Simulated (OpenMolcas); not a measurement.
Fe4+: CASPT2 settings compared

```json
{
  "Program": "OpenMolcas 26.06",
  "Basis": "ANO-RCC-VDZP [5s4p2d1f]",
  "Scalar Hamiltonian": "DKH2, point nucleus",
  "Active space": "4 electrons in 5 orbitals (3d)",
  "State averaging": "2S+1 = 5 even, 5 roots; 2S+1 = 3 even, 35 roots; 2S+1 = 1 even, 23 roots",
  "Spin-orbit coupling": "RASSI with atomic mean-field integrals over the reference wave functions, term energies averaged over their components"
}
```

Methods on the same reference wave functions:
A. CASSCF
B. SS-CASPT2, IPEA 0.3 Eh, imaginary shift 0.25 Eh (closed shells correlated: 3s 3p)
C. SS-CASPT2, IPEA 0.35 Eh, imaginary shift 0.1 Eh (closed shells correlated: 3s 3p)
D. XMS-CASPT2, IPEA 0.4 Eh, no level shift (closed shells correlated: 3s 3p)

Energies in cm⁻¹ above 3d⁴ ⁵D₀, the measured ground level; measured values from Corliss and Sugar, J. Phys. Chem. Ref. Data 11, 135 (1982).

```csv
Level,A,B,C,D,Measured
3d⁴ ⁵D₀,0.0,0.0,0.0,0.0,0.0
3d⁴ ⁵D₁,149,151,151,150,142
3d⁴ ⁵D₂,440,444,444,442,417
3d⁴ ⁵D₃,859,864,864,862,803
3d⁴ ⁵D₄,1393,1397,1396,1396,1283
3d⁴ ³H₄,27036,26770,26820,27520,24932
3d⁴ ³H₅,27351,27110,27150,27850,25226
3d⁴ ³H₆,27701,27480,27520,28220,25528
3d⁴ ³P₀,28891,25420,25500,26440,24055
3d⁴ ³P₁,29782,26340,26420,27360,24973
3d⁴ ³F₂,31201,28500,28580,29560,26761
3d⁴ ³F₃,31241,28560,28640,29610,26842
3d⁴ ³P₂,31361,27910,27990,28930,26468
3d⁴ ³F₄,31403,28720,28810,29770,26974
3d⁴ ³G₃,34153,31930,31990,32770,29817
3d⁴ ³G₄,34526,32310,32370,33150,30147
3d⁴ ³G₅,34806,32630,32690,33460,30430
3d⁴ ¹I₆,40718,40490,40490,41140,37512
```

Deviations, from unrounded energies. A percentage is the sum of absolute deviations over the sum of measured energies, with the sign that they share, or ± where signs differ.

```
                        Against measurement  Levels      A     B     C      D
             mean absolute deviation (cm-1)      17   3000  1500  1500   2100
      fine structure of the ground term (%)       4   +7.4  +7.9  +7.9   +7.8
other terms of the ground configuration (%)      13  +14.0  +6.8  +7.0  +10.0
```

B, C lie about equally close to measurement and A furthest from it. The largest miss of B in the table is 3d⁴ ¹I₆, by +3000 cm-1. The ranking rests on the paired levels alone, and a cruder setting can come out closer through cancelling errors.

Among B to D the level of the table that moves most is 3d⁴ ³F₂, by 1100 cm-1 (lowest in B, highest in D). Moves below CASPT2's spread within the term are not significant.

The mean deviations of B to D differ by less than CASPT2's widest spread within a term (1500 cm-1), so their order carries little weight.

From A to B the spin-free energies of the other terms of 3d⁴ shown, above ⁵D, scale by factors of 0.88 to 0.99.

The lowest spin-free term lies below A's lowest term by 0.228 hartree in B, 0.226 hartree in C, 0.231 hartree in D.

Term energies are means over components that CASPT2 splits; among the terms shown or strongly mixed into the levels shown the widest spread is 1500 cm-1 (3d⁴ ¹I, D). The basis is small and was not contracted for so high a charge. Without dynamic correlation excited terms often stand tens of per cent too high (terms of higher spin than the ground term too low), and those without a measured partner can miss by more than the paired ones (holds for A). The CASPT2 spread within a term exceeds the gap to the next term for 3d⁴ ³H and 3d⁴ ³P, so the order of their levels is uncertain (holds for D). Measured partners are found by configuration, term and J. A level has none where our copy of the source lacks it or the pairing is in doubt (some pairs that miss far off the trend of their configuration count as doubtful), and it then counts in no deviation. Only configurations of the active space appear. The table leaves out levels that lie high or whose names do not pair safely across all columns.
